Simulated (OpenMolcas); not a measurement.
Ni3+ (d7) among equal point charges was computed by CASSCF with the d shell active (OpenMolcas, ANO-RCC-VTZP on the metal). Its lowest spin-free states, and all those of the highest spin:

```tsv
2S+1	Degeneracy	E (cm-1)
4	1	0.0
4	2	754.8
4	1	1800
4	2	3425
4	1	4182
2	1	21898
4	2	22040
2	1	22423
2	2	22911
2	1	23492
2	1	24040
2	2	24190
4	1	28033
```

Problem. Is the site octahedral, tetrahedral or cube-like, axial, or of lower symmetry?

Solution. The states with 2S+1 = 4 have orbital degeneracies 1, 2, 1, 2, 1, 2, 1. There are pairs but no triples, so the site is axial: not cubic, but with a proper or improper axis of order three or more. The run had Ni3+ among 5 point charges of -1 e arranged as a square pyramid (C4v), 1.72 Å from the ion, with the axial distance 2.030 Å.

Spin-orbit coupling mixes the spin-free states strongly: the lowest level takes only 67 % from its leading state, an unlabelled state of the same spin as most of the rest. Without dynamic correlation the repulsion within the d shell is too large (B by tens of per cent), so at a given field states of lower spin stand too high. Point charges give a weaker field than real ligands, and real ions of this kind are often low spin; the high spin found here belongs to the model. The ground term spreads over less than 5000 cm-1, several times less than with real ligands, so orbital moments are less quenched and χT lies further from the spin-only value than at real sites. Point charges carry no covalency, so the field is a model and not that of real ligands. An unlabelled pair can be two single states that coincide in this model. No measured value stands beside these numbers.
